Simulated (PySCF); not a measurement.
# How methods differ on the ionisation energy of Ba⁴⁵⁺

Ba⁴⁵⁺ [Ne] 3s1 (2S) → Ba⁴⁶⁺ [Ne] (1S), as a difference of total energies. Computed with PySCF 2.14 in an uncontracted even-tempered set (18 s from 9.2 bohr⁻², ratio 2.5; 12 p from 12 bohr⁻², ratio 2.5; 4 d from 44 bohr⁻², ratio 2.7; 4 f from 66 bohr⁻², ratio 2.7), with scalar relativity by spin-free X2C-1e. Correlated levels: outer shells: 1s2 frozen; virtual orbitals above 40 to 60 times the deepest correlated orbital energy dropped. The calculations carry no spin-orbit coupling.

| method | ionisation energy (eV) |
| --- | --- |
| UHF | 3640.8 |
| MP2 (outer shells) | 3641.5 |
| SCS-MP2 (outer shells) | 3641.4 |
| CCSD (outer shells) | 3641.5 |
| CCSD(T) (outer shells) | 3641.5 |

Breit and QED terms and the two-electron picture change are absent.

For comparison: 3640 ± 4 eV (theoretical estimate listed by NIST; NIST Atomic Spectra Database, ionization energies).
